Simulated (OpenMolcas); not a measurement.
A run on Cr2+ among 4 point charges of -2.5 e arranged as a tetrahedron (Td), 1.81 Å from the ion.

```json
{
  "Program": "OpenMolcas",
  "Method": "SS-CASPT2, IPEA 0.25 Eh, imaginary shift 0.1 Eh (closed shells correlated: 3s 3p)",
  "Basis": "ANO-RCC-VDZP [5s4p2d1f]",
  "Scalar Hamiltonian": "DKH2, point nucleus",
  "Active space": "4 electrons in 5 orbitals (3d)",
  "State averaging": "2S+1 = 5 even, 5 roots; 2S+1 = 3 even, 45 roots; 2S+1 = 1 even, 50 roots",
  "Spin-orbit coupling": "RASSI with atomic mean-field integrals over the reference wave functions"
}
```

First CASPT2 step and the start of its output:

```
&CASPT2
Multistate=5 1 2 3 4 5
NoMult
Frozen=5
IPEA=0.25
Imaginary=0.1
MaxIter=60
WThr=0.0 0.3 0.05
PrWF=0.5
NoMix
```

```
--- CASPT2 ---
Orbital specifications:
      -----------------------

      Symmetry species                           1
                                                 a
      Frozen orbitals                            5
      Inactive orbitals                          4
      Active orbitals                            5
      Secondary orbitals                        20
      Deleted orbitals                           0
      Number of basis functions                 34
Type of calculation                        SS-CASPT2
      Fock operator                              state-specific
      IPEA shift                                 0.25
      Real shift                                 0.00
      Imaginary shift                            0.10
      The input orbitals will be transformed to quasi-canonical
Reference energy:       -1054.8061415497
      E2 (Non-variational):      -0.3249008007
      Shift correction:          -0.0011868627
      E2 (Variational):          -0.3260876634
      Total energy:           -1055.1322292131
      Residual norm:              0.0000005938
      Reference weight:           0.90860
      Contributions to the CASPT2 correlation energy
      Active & Virtual Only:         -0.0595256912
      One Inactive Excited:          -0.1438116503
      Two Inactive Excited:          -0.1215634591
Reference energy:       -1054.8061415497
      E2 (Non-variational):      -0.3244806871
      Shift correction:          -0.0010580313
      E2 (Variational):          -0.3255387185
      Total energy:           -1055.1316802682
      Residual norm:              0.0000001924
      Reference weight:           0.91212
      Contributions to the CASPT2 correlation energy
      Active & Virtual Only:         -0.0590869346
...
```

Over all roots the printed reference weights run from 0.69 to 0.94, and roots that are degenerate in the reference spread by up to 2000 cm-1.

Q: Did the run give usable levels, and if not, why?

A: No. The equations converged, but the reference weight falls to 0.69 for at least one root against 0.94 for the best. A drop of that size marks an intruder state, so the energies of such roots and the levels built on them can't be trusted.
